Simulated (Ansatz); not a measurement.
Ansatz (a program for electronic structure) input:

Ansatz 0.2 input:
```yaml
crystal:
  periodic: [false, false, false]
  atoms:
    - {symbol: Si, position_ang: [-0.29969342, 0.34943223, 0.11208717]}
    - {symbol: Cl, position_ang: [-0.08224878, 2.09414696, -1.10280734]}
    - {symbol: Cl, position_ang: [-0.05302179, 1.01377532, 2.12937661]}
    - {symbol: C, position_ang: [-1.98156709, -0.22246128, -0.06394986]}
    - {symbol: C, position_ang: [1.49221335, -0.35522414, -0.13771546]}
    - {symbol: H, position_ang: [-2.32066164, -0.43267357, -1.07543808]}
    - {symbol: H, position_ang: [-2.30116992, -1.00881192, 0.61623143]}
    - {symbol: H, position_ang: [1.63647745, -0.67022961, -1.17170983]}
    - {symbol: H, position_ang: [1.64710034, -1.23076262, 0.49370984]}
    - {symbol: H, position_ang: [2.27738663, 0.36339419, 0.09924713]}
basis:
  gaussian:
    orbitals: def2-TZVP
hamiltonian:
  xc: b3lyp
  dispersion: d3bj
total_charge: -1
relax: {f_tol: 0.002, max_steps: 150}
```

Task: Predict the final energy.

Result: -1289.38736 Eh (B3LYP-D3(BJ)/def2-TZVP). The basis has 203 functions. The run takes about 4 core-minutes (a rough figure).

It need not be the lowest isomer of its formula. Whether it binds its extra electron was not tested at this geometry.
